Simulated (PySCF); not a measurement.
Constitutional and geometric isomers with formula H5FSi3. Gas-phase values, no solvent. One relaxed conformer stands for each flexible species; it need not be the lowest. Strings in code marks are SMILES.

The LUMO from two functionals at the same geometries (ωB97X-D3(BJ)/def2-TZVP), both in PySCF: PBE-D3(BJ)/def2-TZVP and ωB97X-D3(BJ)/def2-TZVP. 

```
species                                        PBE-D3(BJ)/def2-TZVP (eV)  ωB97X-D3(BJ)/def2-TZVP (eV)
---------------------------------------------  -------------------------  ---------------------------
`F[Si](=[SiH2])[SiH3]`                                             -2.63                        -0.07
`[SiH](/F)=[SiH]\[SiH3]`                                           -2.83                        -0.28
`F/[SiH]=[SiH]\[SiH3]`                                             -2.81                        -0.27
`F[SiH2][SiH]=[SiH2]` (F–Si–Si–Si torsion 1°)                      -2.71                        -0.13
```

Over these rows, drawn at random from the members with no instability flagged (it was tested for open shells, ions and some series alone), PBE minus ωB97X-D3(BJ): mean -2.56 eV, from -2.57 eV to -2.55 eV.
